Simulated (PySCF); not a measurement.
C₆H₆NO (charge +1).
SMILES: `[O+]#CCn1cccc1`

Computed with PySCF at PBE0/def2-SVPD, non-relativistic, on one gas-phase PBE0-D3(BJ)/def2-SVP geometry that isn't relaxed in the solvent. The solvent is an IEF-PCM continuum (Bondi radii, 1.10 Å for H, scaled by 1.2), and excitations are vertical TDDFT with non-equilibrium linear response and a frozen core. Only the electrostatic response of the medium enters.

Gas-phase singlets (H = HOMO, L = LUMO):

```
state  E (eV)  λ (nm)      f  leading configuration
   S1   2.024     612  0.000               H→L 100%
   S2   2.384     520  0.006              H→L+1 94%
   S3   3.201     387  0.000           H-1→L+1 100%
   S4   3.521     352  0.162              H-1→L 92%
   S5   5.218     238  0.021              H→L+2 97%
```

How does the list change in benzene (ε = 2.271)?

```
state  E (eV)  λ (nm)      f  leading configuration  change by rank (eV)
   S1   2.294     540  0.000               H→L 100%               +0.270
   S2   2.654     467  0.009              H→L+1 96%               +0.270
   S3   3.483     356  0.000           H-1→L+1 100%               +0.282
   S4   3.606     344  0.192              H-1→L 94%               +0.085
   S5   5.406     229  0.046              H→L+2 96%               +0.188
```

Give the list for dichloromethane (ε = 8.93), n² = 2.03.

```
state  E (eV)  λ (nm)      f  leading configuration  change by rank (eV)
   S1   2.585     480  0.000               H→L 100%               +0.561
   S2   2.958     419  0.009              H→L+1 96%               +0.574
   S3   3.794     327  0.000           H-1→L+1 100%               +0.593
   S4   3.827     324  0.178              H-1→L 95%               +0.306
   S5   5.629     220  0.061              H→L+2 94%               +0.411
```

The ground-state energy changes by -2.408 eV from gas to dichloromethane. By how much does the total energy of gas-phase S1 change?

E(S1) = E(S0) + excitation energy, so it changes by -2.408 + 0.561 = -1.847 eV: it is lowered less than the ground state, which is what a blue shift means. This is the vertical state, with the slow part of the continuum still set for S0.

How do the frontier levels move from gas to dichloromethane?

```json
{"orbital": "LUMO+2", "gas (eV)": "-4.84", "solvent (eV)": "-0.83", "change (eV)": "+4.01"}
{"orbital": "LUMO+1", "gas (eV)": "-7.71", "solvent (eV)": "-3.46", "change (eV)": "+4.25"}
{"orbital": "LUMO", "gas (eV)": "-7.93", "solvent (eV)": "-3.75", "change (eV)": "+4.18"}
{"orbital": "HOMO", "gas (eV)": "-11.09", "solvent (eV)": "-7.43", "change (eV)": "+3.66"}
{"orbital": "HOMO-1", "gas (eV)": "-12.03", "solvent (eV)": "-8.37", "change (eV)": "+3.66"}
{"orbital": "HOMO-2", "gas (eV)": "-15.24", "solvent (eV)": "-11.60", "change (eV)": "+3.64"}
{"orbital": "HOMO-3", "gas (eV)": "-15.42", "solvent (eV)": "-11.81", "change (eV)": "+3.61"}
```

The HOMO–LUMO gap goes from 3.16 to 3.69 eV. Rows go by rank; for LUMO+2 the atom shares or the degeneracy differ between the runs, so the row needn't follow one orbital.

The run took 20 s on one thread of an x86-64 server, no GPU (shared host). This is the whole response run at PBE0/def2-SVPD in dichloromethane, SCF included.

Conformer computed: `[O+:1]#[C:2][CH2:3][n:4]1[cH:5][cH:6][cH:7][cH:8]1`: C2–C3–N4–C5 -80°.
